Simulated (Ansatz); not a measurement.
Geometry optimisation, RKS B3LYP-D4/def2-SVP in Ansatz 0.2.0.

Input:

```yaml
crystal:
  periodic: [false, false, false]
  atoms:
    - { symbol: Ga, position_ang: [0.06706, -0.51971, -0.474674] }
    - { symbol: H, position_ang: [-0.069787, -0.042332, 2.252735] }
    - { symbol: H, position_ang: [1.408756, 0.276311, -0.606424] }
    - { symbol: C, position_ang: [-1.750635, -0.023282, -1.070796] }
    - { symbol: H, position_ang: [-2.493999, -0.81211, -0.877814] }
    - { symbol: H, position_ang: [-2.086766, 0.902907, -0.575598] }
    - { symbol: H, position_ang: [-1.736103, 0.17546, -2.156391] }
    - { symbol: O, position_ang: [0.316637, -2.124596, 0.297098] }
    - { symbol: H, position_ang: [-0.466613, -2.682949, 0.379973] }
    - { symbol: H, position_ang: [0.02215, -0.697497, 1.968791] }
basis:
  gaussian: { orbitals: def2-SVP }
hamiltonian:
  xc: b3lyp
  dispersion: d4
relax:
  f_tol: 0.03
  max_steps: 50
```

Launched with:

```bash
$ ansatz run input.yaml --threads 2 --pin off --max-ram 3072MiB --backend cpu --events-out ev --progress --plain --runs-dir out
```

Question: Where does it end, and by what steps?

Answer: The run converged. The force dipped under the threshold on the way, but the program's further checks kept it going. After 40 steps the energy has fallen by 0.120 eV; H2 moved furthest, 2.30 Å.

```csv
step,energy less start (eV),largest force component (eV/Å),accepted
0,0.0000,1.656,yes
2,-0.0903,0.309,yes
4,-0.0928,0.112,yes
6,-0.0948,0.032,yes
8,-0.0974,0.234,yes
10,-0.1035,0.112,yes
12,-0.1062,0.153,yes
14,-0.1082,0.093,yes
16,-0.1104,0.254,yes
18,-0.1124,0.010,yes
20,-0.1127,0.192,no
22,-0.1152,0.041,yes
24,-0.1161,0.101,yes
26,-0.1170,0.074,yes
28,-0.1177,0.059,yes
30,-0.1185,0.107,yes
32,-0.1192,0.089,yes
34,-0.1197,0.089,yes
36,-0.1200,0.038,yes
38,-0.1202,0.059,yes
40,-0.1204,0.019,yes
```

```xyz
10
Properties=species:S:1:pos:R:3
Ga -0.178 -0.197 -0.707
H 0.946 -1.480 3.734
H 1.223 0.440 -0.984
C -1.829 -0.087 -1.785
H -2.643 -0.696 -1.362
H -2.169 0.961 -1.841
H -1.634 -0.424 -2.816
O -0.198 -1.134 0.836
H -1.039 -1.556 1.054
H 0.732 -1.374 3.008
```

Whether the end is a true minimum wasn't checked by a vibrational analysis.

Run time: 96 s on 2 threads of Arm Neoverse V1, on a shared host, peak memory 0.2 GiB.
